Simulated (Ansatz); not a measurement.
These are Ansatz (a program for electronic structure) with PBE0-D3(BJ)/def2-SVP values and carry that method's errors. No frequencies were computed at this level.

Ansatz 0.2 input:
```yaml
crystal:
  periodic: [false, false, false]
  atoms:
    - { symbol: B, position_ang: [2.789288, 0.398404, -0.295511] }
    - { symbol: C, position_ang: [1.220177, 0.307692, -0.26925] }
    - { symbol: C, position_ang: [0.637911, -1.010512, -0.82093] }
    - { symbol: C, position_ang: [-0.81437, -1.234972, -0.382976] }
    - { symbol: C, position_ang: [-1.543404, 0.109652, -0.274403] }
    - { symbol: C, position_ang: [-2.951594, -0.099302, -0.047359] }
    - { symbol: N, position_ang: [-4.064126, -0.274626, 0.151592] }
    - { symbol: C, position_ang: [-0.944289, 0.946355, 0.874816] }
    - { symbol: C, position_ang: [0.544898, 0.636084, 1.068617] }
    - { symbol: H, position_ang: [3.395504, -0.221913, -1.078249] }
    - { symbol: H, position_ang: [3.347546, 1.126972, 0.4274] }
    - { symbol: H, position_ang: [0.930527, 1.116134, -0.961996] }
    - { symbol: H, position_ang: [1.238966, -1.852545, -0.473489] }
    - { symbol: H, position_ang: [0.697536, -0.997761, -1.910846] }
    - { symbol: H, position_ang: [-0.849799, -1.729301, 0.589743] }
    - { symbol: H, position_ang: [-1.325259, -1.883148, -1.09819] }
    - { symbol: H, position_ang: [-1.44004, 0.643452, -1.227229] }
    - { symbol: H, position_ang: [-1.080722, 2.006351, 0.649734] }
    - { symbol: H, position_ang: [-1.485993, 0.7368, 1.800364] }
    - { symbol: H, position_ang: [1.029463, 1.492275, 1.53881] }
    - { symbol: H, position_ang: [0.667781, -0.21609, 1.739355] }
basis:
  gaussian: { orbitals: def2-svp }
hamiltonian:
  xc: pbe0
  dispersion: d3bj
relax:
  max_steps: 150
```

Output:

```
Functional definition: PBE0
2156 factors; integrals over basis functions are off by at most 3.5e-4 eV
mean field evaluation 1: about -9591.4603 eV, gradient 6.2e1 eV
mean field evaluation 2: about -9586.8781 eV, gradient 7.8e1 eV
mean field evaluation 4: about -9601.0549 eV, gradient 7.2e0 eV
mean field evaluation 8: about -9601.2365 eV, gradient 8.6e-2 eV
mean field evaluation 16: about -9601.2365 eV, gradient 3.8e-5 eV
mean field -9601.23652712 eV, -352.8389344198 hartree, gradient 3.8e-5 eV, S^2 0.000000; 0 other end points of the search recorded, 0 dependent functions left out
reference -9601.23655989 eV, -352.8389356240 hartree; 33, 33 occupied and 153, 153 virtual orbitals, 2156 factors
relax step   1: F+E_penalty+E_count = -9601.74684855 eV  Δ(F+E_penalty+E_count) = +0.000e0 eV  max|allowed force component| = 1.826e0 eV/Å  Δτ_max = 0.0000 Å  (27 SCF iters, accepted)
these checks for a lower state are left out or cut short: starts, cluster_reference, orbital_swaps, neighbouring_geometries, increment
2156 factors; integrals over basis functions are off by at most 3.7e-4 eV
mean field -9601.34166761 eV, -352.8427982616 hartree, gradient 1.7e-5 eV, S^2 0.000000; 0 other end points of the search recorded, 0 dependent functions left out
reference -9601.34170051 eV, -352.8427994707 hartree; 33, 33 occupied and 153, 153 virtual orbitals, 2156 factors
relax step   2: F+E_penalty+E_count = -9601.84773051 eV  Δ(F+E_penalty+E_count) = -1.009e-1 eV  max|allowed force component| = 5.111e-1 eV/Å  Δτ_max = 0.0550 Å  (31 SCF iters, accepted)
these checks for a lower state are left out or cut short: starts, cluster_reference, orbital_swaps, neighbouring_geometries, increment
2156 factors; integrals over basis functions are off by at most 3.7e-4 eV
mean field -9601.35372131 eV, -352.8432412268 hartree, gradient 1.6e-5 eV, S^2 0.000000; 0 other end points of the search recorded, 0 dependent functions left out
reference -9601.35375430 eV, -352.8432424393 hartree; 33, 33 occupied and 153, 153 virtual orbitals, 2156 factors
relax step   3: F+E_penalty+E_count = -9601.85865624 eV  Δ(F+E_penalty+E_count) = -1.093e-2 eV  max|allowed force component| = 2.356e-1 eV/Å  Δτ_max = 0.0358 Å  (31 SCF iters, accepted)
these checks for a lower state are left out or cut short: starts, cluster_reference, orbital_swaps, neighbouring_geometries, increment
2156 factors; integrals over basis functions are off by at most 3.7e-4 eV
mean field evaluation 32: about -9601.2787 eV, gradient 1.2e0 eV
mean field -9601.35902095 eV, -352.8434359852 hartree, gradient 1.6e-5 eV, S^2 0.000000; 0 other end points of the search recorded, 0 dependent functions left out
reference -9601.35905397 eV, -352.8434371984 hartree; 33, 33 occupied and 153, 153 virtual orbitals, 2156 factors
relax step   4: F+E_penalty+E_count = -9601.86387373 eV  Δ(F+E_penalty+E_count) = -5.217e-3 eV  max|allowed force component| = 1.365e-1 eV/Å  Δτ_max = 0.0229 Å  (31 SCF iters, accepted)
these checks for a lower state are left out or cut short: starts, cluster_reference, orbital_swaps, neighbouring_geometries, increment
2156 factors; integrals over basis functions are off by at most 3.7e-4 eV
mean field -9601.36157555 eV, -352.8435298648 hartree, gradient 1.6e-5 eV, S^2 0.000000; 0 other end points of the search recorded, 0 dependent functions left out
reference -9601.36160859 eV, -352.8435310792 hartree; 33, 33 occupied and 153, 153 virtual orbitals, 2156 factors
relax step   5: F+E_penalty+E_count = -9601.86659443 eV  Δ(F+E_penalty+E_count) = -2.721e-3 eV  max|allowed force component| = 3.077e-2 eV/Å  Δτ_max = 0.0273 Å  (30 SCF iters, accepted)
these checks for a lower state are left out or cut short: starts, cluster_reference, orbital_swaps, neighbouring_geometries, increment
2156 factors; integrals over basis functions are off by at most 3.7e-4 eV
mean field -9601.36212044 eV, -352.8435498892 hartree, gradient 1.6e-5 eV, S^2 0.000000; 0 other end points of the search recorded, 0 dependent functions left out
reference -9601.36215350 eV, -352.8435511040 hartree; 33, 33 occupied and 153, 153 virtual orbitals, 2156 factors
relax step   6: F+E_penalty+E_count = -9601.86724500 eV  Δ(F+E_penalty+E_count) = -6.506e-4 eV  max|allowed force component| = 1.588e-2 eV/Å  Δτ_max = 0.0345 Å  (31 SCF iters, accepted)
these checks for a lower state are left out or cut short: starts, cluster_reference, orbital_swaps, neighbouring_geometries, increment
2156 factors; integrals over basis functions are off by at most 3.7e-4 eV
mean field -9601.36225480 eV, -352.8435548268 hartree, gradient 1.5e-5 eV, S^2 0.000000; 0 other end points of the search recorded, 0 dependent functions left out
reference -9601.36228786 eV, -352.8435560416 hartree; 33, 33 occupied and 153, 153 virtual orbitals, 2156 factors
relax step   7: F+E_penalty+E_count = -9601.86746138 eV  Δ(F+E_penalty+E_count) = -2.164e-4 eV  max|allowed force component| = 1.581e-2 eV/Å  Δτ_max = 0.0258 Å  (32 SCF iters, accepted)
these checks for a lower state are left out or cut short: starts, cluster_reference, orbital_swaps, neighbouring_geometries, increment
2156 factors; integrals over basis functions are off by at most 3.7e-4 eV
mean field evaluation 64: about -9601.3623 eV, gradient 1.5e-5 eV
mean field -9601.36229100 eV, -352.8435561573 hartree, gradient 1.5e-5 eV, S^2 0.000000; 0 other end points of the search recorded, 0 dependent functions left out
reference -9601.36232406 eV, -352.8435573720 hartree; 33, 33 occupied and 153, 153 virtual orbitals, 2156 factors
relax step   8: F+E_penalty+E_count = -9601.86754563 eV  Δ(F+E_penalty+E_count) = -8.425e-5 eV  max|allowed force component| = 1.205e-2 eV/Å  Δτ_max = 0.0089 Å  (25 SCF iters, accepted)
these checks for a lower state are left out or cut short: starts, cluster_reference, orbital_swaps, neighbouring_geometries, increment
2156 factors; integrals over basis functions are off by at most 3.7e-4 eV
mean field -9601.36233780 eV, -352.8435578770 hartree, gradient 1.4e-5 eV, S^2 0.000000; 0 other end points of the search recorded, 0 dependent functions left out
reference -9601.36237084 eV, -352.8435590912 hartree; 33, 33 occupied and 153, 153 virtual orbitals, 2156 factors
relax step   9: F+E_penalty+E_count = -9601.86762387 eV  Δ(F+E_penalty+E_count) = -7.823e-5 eV  max|allowed force component| = 1.125e-2 eV/Å  Δτ_max = 0.0125 Å  (25 SCF iters, accepted)
these checks for a lower state are left out or cut short: starts, cluster_reference, orbital_swaps, neighbouring_geometries, increment
2156 factors; integrals over basis functions are off by at most 3.7e-4 eV
mean field -9601.36235570 eV, -352.8435585347 hartree, gradient 2.6e-5 eV, S^2 0.000000; 0 other end points of the search recorded, 0 dependent functions left out
reference -9601.36238873 eV, -352.8435597488 hartree; 33, 33 occupied and 153, 153 virtual orbitals, 2156 factors
relax step  10: F+E_penalty+E_count = -9601.86762489 eV  Δ(F+E_penalty+E_count) = -1.019e-6 eV  max|allowed force component| = 3.474e-2 eV/Å  Δτ_max = 0.0095 Å  (24 SCF iters, accepted)
these checks for a lower state are left out or cut short: starts, cluster_reference, orbital_swaps, neighbouring_geometries, increment
2156 factors; integrals over basis functions are off by at most 3.7e-4 eV
mean field -9601.36242212 eV, -352.8435609756 hartree, gradient 8.8e-5 eV, S^2 0.000000; 0 other end points of the search recorded, 0 dependent functions left out
reference -9601.36245515 eV, -352.8435621896 hartree; 33, 33 occupied and 153, 153 virtual orbitals, 2156 factors
relax step  11: F+E_penalty+E_count = -9601.86766552 eV  Δ(F+E_penalty+E_count) = -4.063e-5 eV  max|allowed force component| = 1.519e-2 eV/Å  Δτ_max = 0.0031 Å  (21 SCF iters, accepted)
these checks for a lower state are left out or cut short: starts, cluster_reference, orbital_swaps, neighbouring_geometries, increment
2156 factors; integrals over basis functions are off by at most 3.7e-4 eV
mean field -9601.36242205 eV, -352.8435609732 hartree, gradient 1.3e-5 eV, S^2 0.000000; 0 other end points of the search recorded, 0 dependent functions left out
reference -9601.36245509 eV, -352.8435621872 hartree; 33, 33 occupied and 153, 153 virtual orbitals, 2156 factors
relax step  12: F+E_penalty+E_count = -9601.86766554 eV  Δ(F+E_penalty+E_count) = -2.314e-8 eV  max|allowed force component| = 1.519e-2 eV/Å  Δτ_max = 0.0001 Å  (18 SCF iters, accepted)
these checks for a lower state are left out or cut short: starts, cluster_reference, orbital_swaps, neighbouring_geometries, increment
2156 factors; integrals over basis functions are off by at most 3.7e-4 eV
mean field -9601.36242307 eV, -352.8435610105 hartree, gradient 6.4e-5 eV, S^2 0.000000; 0 other end points of the search recorded, 0 dependent functions left out
reference -9601.36245610 eV, -352.8435622245 hartree; 33, 33 occupied and 153, 153 virtual orbitals, 2156 factors
relax step  13: F+E_penalty+E_count = -9601.86766819 eV  Δ(F+E_penalty+E_count) = -2.647e-6 eV  max|allowed force component| = 1.686e-2 eV/Å  Δτ_max = 0.0018 Å  (21 SCF iters, accepted)
these checks for a lower state are left out or cut short: starts, cluster_reference, orbital_swaps, neighbouring_geometries, increment
2156 factors; integrals over basis functions are off by at most 3.7e-4 eV
mean field -9601.36242900 eV, -352.8435612285 hartree, gradient 2.7e-5 eV, S^2 0.000000; 0 other end points of the search recorded, 0 dependent functions left out
reference -9601.36246203 eV, -352.8435624425 hartree; 33, 33 occupied and 153, 153 virtual orbitals, 2156 factors
relax step  14: F+E_penalty+E_count = -9601.86767599 eV  Δ(F+E_penalty+E_count) = -7.798e-6 eV  max|allowed force component| = 2.157e-3 eV/Å  Δτ_max = 0.0007 Å  (21 SCF iters, accepted)
2156 factors; integrals over basis functions are off by at most 3.7e-4 eV
mean field evaluation 96: about -9591.6733 eV, gradient 6.2e1 eV
mean field -9601.36242900 eV, -352.8435612285 hartree, gradient 2.7e-5 eV, S^2 0.000000; 1 other end points of the search recorded, 0 dependent functions left out
reference -9601.36246203 eV, -352.8435624425 hartree; 33, 33 occupied and 153, 153 virtual orbitals, 2156 factors
Total energy: -9601.86770902 eV, -352.8621299269 hartree
Atom 0 at     2.769341     0.433172    -0.339329 Å, force     0.000764     0.000850     0.001602 eV/Å
Atom 1 at     1.234704     0.252515    -0.218658 Å, force    -0.002157     0.001051    -0.000431 eV/Å
Atom 2 at     0.635936    -1.045702    -0.791297 Å, force     0.000643    -0.002117    -0.000402 eV/Å
Atom 3 at    -0.825683    -1.256502    -0.377517 Å, force     0.001185     0.001988     0.000172 eV/Å
Atom 4 at    -1.538563     0.095615    -0.252362 Å, force    -0.001008    -0.000537     0.000764 eV/Å
Atom 5 at    -2.982861    -0.055493    -0.106991 Å, force    -0.001295     0.000945    -0.000482 eV/Å
Atom 6 at    -4.126095    -0.183911     0.023262 Å, force     0.000703    -0.000292     0.000183 eV/Å
Atom 7 at    -0.942374     0.921430     0.910615 Å, force     0.000058    -0.000396    -0.000369 eV/Å
Atom 8 at     0.554274     0.639170     1.094449 Å, force     0.000391     0.000099     0.000511 eV/Å
Atom 9 at     3.387791    -0.156415    -1.197817 Å, force     0.000545    -0.000579    -0.000650 eV/Å
Atom 10 at     3.348364     1.245146     0.347895 Å, force    -0.000758    -0.000812    -0.000961 eV/Å
Atom 11 at     1.019914     1.084187    -0.947462 Å, force     0.000248    -0.000319     0.000412 eV/Å
Atom 12 at     1.227548    -1.912811    -0.456269 Å, force     0.000290     0.000129    -0.000336 eV/Å
Atom 13 at     0.718646    -1.033077    -1.889760 Å, force    -0.000032    -0.000023    -0.000006 eV/Å
Atom 14 at    -0.887981    -1.769963     0.595730 Å, force    -0.000022     0.000230     0.000006 eV/Å
Atom 15 at    -1.345538    -1.902014    -1.100581 Å, force     0.000313     0.000129     0.000045 eV/Å
Atom 16 at    -1.383869     0.644367    -1.198828 Å, force     0.000223    -0.000166    -0.000058 eV/Å
Atom 17 at    -1.113939     1.990329     0.708433 Å, force    -0.000064    -0.000171     0.000131 eV/Å
Atom 18 at    -1.488223     0.690420     1.838267 Å, force     0.000063    -0.000237    -0.000094 eV/Å
Atom 19 at     1.047544     1.510479     1.550391 Å, force    -0.000018    -0.000042     0.000016 eV/Å
Atom 20 at     0.691066    -0.190941     1.807833 Å, force    -0.000072     0.000270    -0.000053 eV/Å
Dipole moment:     0.739199     0.062798    -0.052760 e Å
```

Cost: around 5 core-minutes (rough).
